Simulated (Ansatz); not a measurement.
As2+ (`[As]#[As+]`) radical, 2 atoms. Total charge 1; spin multiplicity 2. Correlated methods include outer-core shells of As, which these sets cover unevenly. Scalar relativity is left out up to krypton. Hardware: A = 2 threads of an AMD EPYC 7R13 on a shared host; B = 2 threads of an AMD EPYC 7R13 on a shared host and a share of an NVIDIA H100 80 GB. Correlated methods freeze the cores. Open-shell runs search over several starts.

**Question.** How many basis functions does each run have, and how long does it take in Ansatz? UKS ωB97M-V/def2-SVP energy [A]; UHF-CCSD(T)/def2-TZVPP energy [B]; UKS PBE0-D4/def2-TZVP relaxation (3 steps) [A]; UHF-CCSD(T)/def2-QZVPP energy [B]; UKS LC-ωPBE/def2-TZVPP energy [A]; UKS revPBE-D4/def2-TZVPP energy [A]; UKS r2SCANh-D4/def2-TZVPP energy [A]; UKS ωB97M-V/def2-QZVPP energy [A]; UKS B3LYP-D4/def2-TZVPP energy and forces [A]; direct RPA on PBE orbitals/def2-TZVPP energy [A]; UKS PBE0-D4/def2-TZVP frequencies [A]; UKS PBE0-D4/def2-SVP energy [A]. (An estimate is asked.)

**Answer.** Ansatz gave: Other jobs shared the machine, so times are rough.

| level | job | functions | wall time | peak host memory (GiB) |
| --- | --- | --- | --- | --- |
| UKS PBE0-D4/def2-SVP | energy [A] | 64 | 1.2 s | 0.22 |
| UKS revPBE-D4/def2-TZVPP | energy [A] | 96 | 3.3 s | 0.21 |
| UKS B3LYP-D4/def2-TZVPP | energy and forces [A] | 96 | 3.4 s | 0.25 |
| UKS ωB97M-V/def2-SVP | energy [A] | 64 | 4.3 s | 0.29 |
| direct RPA on PBE orbitals/def2-TZVPP | energy [A] | 96 | 4.7 s | 0.22 |
| UKS LC-ωPBE/def2-TZVPP | energy [A] | 96 | 5.5 s | 0.24 |
| UKS r2SCANh-D4/def2-TZVPP | energy [A] | 96 | 11 s | 0.3 |
| UKS PBE0-D4/def2-TZVP | frequencies [A] | 96 | 11 s | 0.29 |
| UKS PBE0-D4/def2-TZVP | relaxation (3 steps) [A] | 96 | 12 s | 0.28 |
| UHF-CCSD(T)/def2-TZVPP | energy [B] | 96 | 14 s | 0.8 |
| UHF-CCSD(T)/def2-QZVPP | energy [B] | 178 | 23 s | 0.88 |
| UKS ωB97M-V/def2-QZVPP | energy [A] | 178 | 47 s | 0.97 |

B3LYP here is the variant with VWN-RPA as its local correlation; programs differ in this. LC-ωPBE has ω = 0.4 bohr⁻¹. The UHF reference is spin-contaminated (⟨S²⟩ = 1.29, T1 = 0.051).
